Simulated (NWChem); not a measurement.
Molecule: PbBr2, singlet; SMILES [Br][Pb][Br]

Low-valent species are run as closed-shell singlets; no triplet was tried in these runs. This build's default masses of Se (78.918 u) and Br (79.917 u) are each other's, which moves their modes by up to 0.6 %. def2 effective core potentials on Pb; no spin-orbit coupling.

Problem. Give the equilibrium geometry at PBE0/def2-SVP with def2 effective core potentials on Pb (NWChem) as a list of bonds and angles, with the point group.

Solution. point group C2v; any orientation.
Bonded distances (Å): Pb1–Br2 2.629, Pb1–Br3 2.629. Bond angles (°): Br2–Pb1–Br3 101.0.
